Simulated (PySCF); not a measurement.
Ligand exchange on a metal centre used in film growth or etching (Ti OH-NH2). All species are isolated molecules in the gas phase. One relaxed conformer stands for each flexible species; it need not be the lowest.

Computed with PBE-D3(BJ)/def2-TZVP // TPSS-D3(BJ)/def2-SVP (PySCF). 

```
species                                     HOMO (eV)  mean distance from the central atom to its bonded neighbours (Å)  charge on the central atom (Mulliken) (e)  HOMO–LUMO gap (eV)  coordination number
------------------------------------------  ---------  ----------------------------------------------------------------  -----------------------------------------  ------------------  -------------------
0 of 4 OH replaced by NH2 ([Ti(OH)4])           -7.30                                                             1.808                                       1.30          (withheld)                    4
1 of 4 OH replaced by NH2 ([Ti(OH)3(NH2)])      -5.97                                                             1.831                                 (withheld)                3.84           (withheld)
3 of 4 OH replaced by NH2 ([Ti(OH)(NH2)3])      -5.45                                                             1.877                                 (withheld)                3.64                    4
4 of 4 OH replaced by NH2 ([Ti(NH2)4])          -5.41                                                             1.901                                       1.46          (withheld)                    4
```

**Question.** Complete the blanks.

**Answer.** 
- 0 of 4 OH replaced by NH2 ([Ti(OH)4]), HOMO–LUMO gap (eV): 5.08
- 1 of 4 OH replaced by NH2 ([Ti(OH)3(NH2)]), charge on the central atom (Mulliken) (e): 1.31
- 1 of 4 OH replaced by NH2 ([Ti(OH)3(NH2)]), coordination number: 4
- 3 of 4 OH replaced by NH2 ([Ti(OH)(NH2)3]), charge on the central atom (Mulliken) (e): 1.39
- 4 of 4 OH replaced by NH2 ([Ti(NH2)4]), HOMO–LUMO gap (eV): 3.69
